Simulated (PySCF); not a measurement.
# Br⁺ (bromine, charge +1) across methods

[Ar] 3d10 4s2 4p4, high-spin 3P determinant. Computed with PySCF 2.14 in def2-QZVPPD (12s8p5d4f1g, 98 functions), with no relativity, point nucleus.

```csv
method,E (hartree),mean ε 4s β (eV),mean ε 4p α (eV),mean ε 4p β (eV),Σ⟨r²⟩ (bohr²),⟨S²⟩
BHandHLYP,-2573.726,-31.711,-21.053,-19.208,31.73,2.004
UHF,-2572.05271,-33.653,-23.535,-21.107,31.89,2.010
wB97X-V,-2573.489,-32.900,-22.140,-20.490,31.71,2.003
M06-2X,-2573.781,-30.871,-21.008,-19.207,31.83,2.005
r2SCAN,-2573.708,-28.608,-18.755,-16.906,31.56,2.005
LC-wPBE,-2573.375,-33.338,-22.703,-20.930,31.58,2.004
PBE0,-2573.430,-30.054,-19.787,-17.935,31.64,2.004
PBE,-2573.342,-28.418,-18.242,-16.533,31.72,2.003
LDA,-2570.165,-28.800,-18.307,-16.640,31.67,2.001
```
